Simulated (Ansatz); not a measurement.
**Relaxing a trial structure of C4H5BO**

The starting geometry of this gas-phase singlet was optimised with GFN2-xTB.

```xyz
11

C     0.6029    0.2198   -0.5915
C     0.7792   -0.2634    0.7675
C     0.9287   -0.6498    1.8973
C     0.1632    1.6333   -0.6816
B     2.1658   -0.0330   -0.6434
O    -0.5214    2.0783   -1.5628
H     2.5560   -1.0722   -1.0027
H     2.8984    0.8171   -0.3212
H    -0.0330   -0.4379   -1.1815
H     1.0242   -0.9973    2.8837
H     0.5582    2.2802    0.1262
```

**Question.** Predict what becomes of its bonds when it is optimised with PBE0-D3(BJ)/def2-SVP.

**Answer.** A new bond forms, giving a structure given below by its coordinates. Distances that change by over a tenth: C1–B5 (1.58 → 1.76 Å), C2–B5 (1.99 → 1.73 Å). Contacts that close: C3–B5 (2.89 → 1.76 Å).

The energy falls by 0.33 eV over 21 steps:

```tsv
step	E − E(last) (eV)
1	0.329
3	0.232
5	0.212
8	0.163
10	0.092
12	0.049
14	0.003
17	0.000
19	0.000
21	0.000
```

Final geometry (Å):

```json
{"atom": "C", "x (Å)": "0.3418", "y (Å)": "0.2259", "z (Å)": "-0.5668"}
{"atom": "C", "x (Å)": "0.4364", "y (Å)": "-0.2724", "z (Å)": "0.7317"}
{"atom": "C", "x (Å)": "1.3365", "y (Å)": "-0.6446", "z (Å)": "1.5265"}
{"atom": "C", "x (Å)": "0.1730", "y (Å)": "1.6935", "z (Å)": "-0.7791"}
{"atom": "B", "x (Å)": "1.9761", "y (Å)": "-0.1849", "z (Å)": "-0.0461"}
{"atom": "O", "x (Å)": "-0.2392", "y (Å)": "2.1668", "z (Å)": "-1.8013"}
{"atom": "H", "x (Å)": "2.3537", "y (Å)": "-1.1476", "z (Å)": "-0.6697"}
{"atom": "H", "x (Å)": "2.6247", "y (Å)": "0.8301", "z (Å)": "0.0796"}
{"atom": "H", "x (Å)": "-0.0581", "y (Å)": "-0.4158", "z (Å)": "-1.3587"}
{"atom": "H", "x (Å)": "1.6924", "y (Å)": "-0.9994", "z (Å)": "2.4827"}
{"atom": "H", "x (Å)": "0.4849", "y (Å)": "2.3236", "z (Å)": "0.0911"}
```

Frequencies at the end are all real (lowest 126 cm⁻¹). Run with Ansatz 0.2.0, 59 s on 2 threads of Intel(R) Xeon(R) Platinum 8259CL CPU @ 2.50GHz (Skylake/Cascade Lake), with other jobs on the host.
